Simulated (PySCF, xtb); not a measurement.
CH₂O. Atoms are numbered in the order given.

```xyz
4

C      0.0000     0.0000    -0.5246
O      0.0000     0.0000     0.6712
H      0.0000    -0.9404    -1.1112
H      0.0000     0.9404    -1.1112
```

Coordinates come from a PBE0-D3(BJ)/def2-TZVPD optimisation.

These are PySCF with C-PCM-M06-2X/def2-TZVPD values and carry that method's errors.

The values are the electrostatic part of the solvation free energy, E(continuum) − E(gas) at the gas-phase geometry, in a cavity of scaled van der Waals radii (PySCF's table); cavitation and dispersion terms are not included. In vacuum the orbital gap is 9.28 eV. The dipole moment in vacuum is 2.44 D.

| solvent | ε | ΔG(elec) (kcal/mol) | dipole (D) | gap (eV) |
|---|---|---|---|---|
| water | 78.36 | (withheld) | (withheld) | (withheld) |
| toluene | 2.37 | -2.3 | 2.80 | 9.36 |
| tetrahydrofuran | 7.43 | -3.7 | 3.02 | 9.40 |

Problem. What belongs in the gaps? (Estimate from the structure and the level; the computed values follow.)

Solution. 
- water, ΔG(elec) (kcal/mol): -4.4
- water, dipole (D): 3.12
- water, gap (eV): 9.42

For comparison, GFN2-xTB/ALPB(water) (xtb, at the GFN2-xTB geometry, all terms of that model) gives -0.7 kcal/mol.
